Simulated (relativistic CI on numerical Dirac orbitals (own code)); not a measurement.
**Ru⁺: resonant inelastic scattering at the M2,3 edge**

Computed with this model: Dirac-Coulomb-Breit CI, KLI orbitals optimised for each configuration, a model potential for QED, Kramers-Heisenberg scattering through one core-hole configuration in a parametric crystal field, unscaled Slater integrals; configurations [Kr] 4d7 → [Ne] 3s2 3p5 3d10 4s2 4p6 4d8; 300 K; core-hole width 3 eV; summed over polarisations. Incident energies are the highest absorption maxima for each field (at most a few, so the weaker spin-orbit partner edge can be absent), on the computed scale of the free ion. Intensities are in per cent of the strongest line above 0.02 eV; levels within 1 cm⁻¹ are merged; final levels count from the ground level, the first row holds all elastic scattering, lines under 0.4 are left out and each table stops after 24 rows. The scale of the Slater integrals is a model choice and moves the terms in proportion.

Field parameters in Wybourne normalisation: D3d B²₀ = −7Dσ, B⁴₀ = −14Dq − 21Dτ, B⁴₃ = −14√(10/7) Dq. The field is a parameter set, without covalency.

S is read from ⟨S²⟩ = S(S + 1).

D3d, 10Dq = 15950, Dσ = -1200, Dτ = -140 cm⁻¹:

```
Final level (eV)  Degeneracy  Irrep     S  464.1 eV  487.2 eV
           0.000           2  Γ5+Γ6  1.40     858.8      65.3
           0.018           2     Γ4  1.46      28.0       3.9
           0.214           2     Γ4  0.81      61.5       3.1
           0.272           2  Γ5+Γ6  0.86      35.8       3.1
           0.401           2     Γ4  1.50      56.6       6.6
           0.480           2     Γ4  1.45      34.8       9.4
           0.550           2  Γ5+Γ6  1.37      23.9       7.8
           0.590           2     Γ4  1.40      32.2       6.1
           1.685           2     Γ4  0.62      44.3       1.8
           1.763           2  Γ5+Γ6  0.96     100.0       4.5
           1.819           2     Γ4  0.74      31.4      10.6
           1.907           2     Γ4  1.38      50.4      11.5
           1.915           2  Γ5+Γ6  1.18      82.4      24.4
           1.977           2     Γ4  0.92      34.6       9.8
           2.068           2     Γ4  1.40      84.5       6.8
           2.108           2  Γ5+Γ6  1.19      21.9       7.1
           2.157           2     Γ4  1.34      21.1      11.7
           2.192           2  Γ5+Γ6  0.97      19.7       7.5
           2.223           2     Γ4  0.90      17.0      11.0
           2.254           2     Γ4  1.15      16.8      15.8
           2.532           2  Γ5+Γ6  0.59      16.6       2.3
           2.605           2     Γ4  0.56      17.8       4.8
           2.687           2     Γ4  0.54      12.2       5.1
           3.052           2     Γ4  1.47      24.8       7.4
```

D3d, 10Dq = 15950, Dσ = -860, Dτ = -140 cm⁻¹:

```csv
Final level (eV),Degeneracy,Irrep,S,464 eV,487.2 eV
0.000,2,Γ5+Γ6,1.37,854.1,61.0
0.019,2,Γ4,1.45,30.6,3.3
0.168,2,Γ4,0.87,68.2,3.2
0.225,2,Γ5+Γ6,0.94,37.9,3.0
0.329,2,Γ4,1.50,56.5,6.0
0.412,2,Γ4,1.45,36.3,8.8
0.483,2,Γ5+Γ6,1.34,23.4,7.1
0.518,2,Γ4,1.37,30.3,4.9
1.690,2,Γ4,0.65,51.6,1.8
1.747,2,Γ5+Γ6,0.97,100.0,4.3
1.807,2,Γ4,0.73,34.5,9.3
1.886,2,Γ4,1.36,49.9,11.6
1.890,2,Γ5+Γ6,1.14,85.1,22.9
1.937,2,Γ4,0.94,37.5,10.2
2.016,2,Γ4,1.35,68.0,6.4
2.049,2,Γ5+Γ6,1.11,18.0,5.7
2.103,2,Γ4,1.23,20.3,9.0
2.138,2,Γ5+Γ6,1.09,19.0,9.1
2.159,2,Γ4,1.02,14.7,11.7
2.201,2,Γ4,1.18,14.9,14.1
2.480,2,Γ5+Γ6,0.58,17.4,3.1
2.539,2,Γ4,0.56,17.9,4.5
2.615,2,Γ4,0.53,16.3,6.7
3.085,2,Γ4,1.47,23.2,6.8
```

D3d, 10Dq = 15950, Dσ = -510, Dτ = -140 cm⁻¹:

```csv
Final level (eV),Degeneracy,Irrep,S,464 eV,487.3 eV
0.000,2,Γ5+Γ6,1.32,841.8,56.7
0.020,2,Γ4,1.42,35.6,2.6
0.121,2,Γ4,0.95,71.0,3.4
0.179,2,Γ5+Γ6,1.05,39.9,3.2
0.261,2,Γ4,1.49,52.3,5.0
0.349,2,Γ4,1.45,35.8,7.5
0.423,2,Γ5+Γ6,1.31,22.0,5.8
0.451,2,Γ4,1.34,27.5,3.6
1.693,2,Γ4,0.69,60.5,2.0
1.731,2,Γ5+Γ6,0.95,100.0,3.9
1.793,2,Γ4,0.76,41.9,7.9
1.862,2,Γ5+Γ6,1.09,90.1,20.7
1.869,2,Γ4,1.28,46.4,12.0
1.897,2,Γ4,0.99,45.6,9.9
1.965,2,Γ4,1.32,48.7,6.1
1.992,2,Γ5+Γ6,1.12,16.6,5.2
2.047,2,Γ4,1.16,20.6,7.1
2.095,2,Γ5+Γ6,1.15,16.4,9.2
2.106,2,Γ4,1.15,10.6,12.2
2.150,2,Γ4,1.18,12.7,10.7
2.432,2,Γ5+Γ6,0.57,19.5,4.2
2.474,2,Γ4,0.56,18.6,4.6
2.551,2,Γ4,0.53,21.7,8.3
3.117,2,Γ4,1.46,21.7,5.7
```

For the first field the strongest loss at the lowest incident energy is the level at 1.76 eV (S = 0.96, against 1.42 in the thermal ground state). Levels of other spin, the first over 8 % at 0.21 eV, appear because spin-orbit coupling of the core hole, and in heavier ions of the valence shell too, mixes spins.
